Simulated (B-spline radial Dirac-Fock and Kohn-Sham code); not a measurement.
**Core-hole lifetimes of Ir⁴⁺**

System: the Ir⁴⁺ ion in the configuration [Xe] 4f14 5d5, inside a Watson sphere of charge -4 and radius 2 Å (a model of the Madelung potential; inside it an electron's potential energy is raised by 28.8 eV).

Method: independent-particle radiative and Coulomb Auger rates from relativistic LDA hole-state orbitals, with Dirac-Fock energies. Computed with an atomic code on a B-spline grid.

Partial widths are in eV. Coster-Kronig decay leaves a hole in the same principal shell; its rates are the weakest part of the model, often 1.5 to 2.5 times too large and more for N holes. Holes without an open Auger channel, or with an unreliable SCF state, are not listed.

```
      hole  radiative   Auger  Coster-Kronig   total  fluorescence yield  lifetime (fs)
    K (1s)       43.9    1.63              0    45.5               0.964         0.0145
   L1 (2s)      0.996    1.96           7.32    10.3              0.0969         0.0640
L2 (2p1/2)       1.71    2.86          0.712    5.28               0.323          0.125
L3 (2p3/2)       1.52    3.73              0    5.24               0.289          0.126
   M1 (3s)     0.0374    1.12           16.5    17.6             0.00212         0.0373
M2 (3p1/2)     0.0399    1.23           11.4    12.7             0.00315         0.0520
M3 (3p3/2)     0.0421    1.53           8.16    9.73             0.00433         0.0676
M4 (3d3/2)     0.0516    2.01         0.0631    2.13              0.0243          0.309
M5 (3d5/2)     0.0487    2.11              0    2.16              0.0226          0.305
   N1 (4s)    0.00134   0.142           12.8    13.0            0.000103         0.0508
N2 (4p1/2)    0.00214   0.151           12.1    12.2            0.000175         0.0538
N3 (4p3/2)    0.00135   0.165           9.09    9.25            0.000146         0.0711
N4 (4d3/2)    0.00164   0.181           7.13    7.32            0.000224         0.0900
N5 (4d5/2)    0.00143   0.207           6.71    6.91            0.000207         0.0952
N6 (4f5/2)   3.36e-06  0.0929              0  0.0929            3.61e-05           7.09
N7 (4f7/2)   3.11e-06  0.0907              0  0.0907            3.43e-05           7.26
```
